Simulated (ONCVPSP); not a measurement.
## Transferability test, ONCV potential for Al (Z = 13)

Al, optimised norm-conserving Vanderbilt (ONCV), made with ONCVPSP 4.0.1 (PBEsol, scalar-relativistic). Core [Ne], reference 3s2 3p0.5 (charge +0.5). Waves: 3s: rc 1.80 bohr, ncon 4, nbas 7, qcut 2.8 1/bohr, 1 projector; 3p: rc 1.90 bohr, ncon 4, nbas 7, qcut 3 1/bohr, 1 projector. Local part: polynomial inside 1.55 bohr (lpopt 5, dvloc0 -1 Ha). Core correction: polynomial model core, fcfact 0.5.

Energies are relative to the spin-unpolarised reference configuration 3s2 3p0.5; without spin polarisation the order of configurations can differ from experiment.

```tsv
valence configuration	charge	ΔE all-electron (eV)	error AE − PS (meV)
3s2 3p1	0	-2.074	+0.7
3s2 3p0	+1	3.663	+1.4
```

Q: What are ΔE and the potential's error for 3s0 3p3?

A: ΔE = 8.332 eV all-electron; the error (AE − PS) is -7.4 meV.

Q: What are ΔE and the potential's error for 3s1 3p0?

A: ΔE = 22.833 eV all-electron; the error (AE − PS) is +30 meV.

Note: no bound ghost flagged; GHOST(+) flagged for s at 13.5 eV.
